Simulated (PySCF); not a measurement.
Compound: C7H9F3OS.
SMILES with atom numbers: `[O:1]=[S@@:2]1[C@@H:3]2[CH2:4][CH2:5][C@H:6]1[C@@H:7]([C:8]([F:9])([F:10])[F:11])[CH2:12]2`

NICS is the negative of the GIAO shielding at a point without a nucleus: at the ring centre (0) and 1 Å above and below it (1); zz is the component along the ring normal. Level: GIAO HF/pcSseg-1 (PySCF, non-relativistic, gas phase) on the PBE0-D3(BJ)/def2-SVP geometry, one conformer.

Rings: 1. S2–C3–C4–C5–C6; 2. S2–C3–C12–C7–C6.

| set | NICS(0) | NICS(1), two faces | NICS(1)zz, two faces |
| --- | --- | --- | --- |
| P | -10.6 | -7.3 / -7.4 | -5.9 / -8.6 |
| Q | -6.6 | -3.5 / -7.9 | -7.0 / -15.5 |

Question: Which set (ppm) belongs to which ring?

Answer: P = 2, Q = 1.
- 1 (5-membered ring with S; formal bonds all single): mean NICS(1)zz -11.3 ppm, shielded. C3, C4, C5, C6 have four or more neighbours, so the value isn't read as a sign of a π ring current.
- 2 (5-membered ring with S; formal bonds all single): mean NICS(1)zz -7.2 ppm, shielded. C3, C6, C7, C12 have four or more neighbours, and the NICS criterion for π rings isn't applied.

Question: How do the rings differ in shape?

Answer: 
| ring | bond lengths (Å) | rms pucker (Å) | HOMA | nearest outside atom to a NICS(1) probe (Å) |
| --- | --- | --- | --- | --- |
| 1 | 1.864, 1.526, 1.548, 1.523, 1.873 | 0.34 | – | carbon 1.24 |
| 2 | 1.864, 1.523, 1.554, 1.527, 1.873 | 0.35 | – | carbon 1.24 |
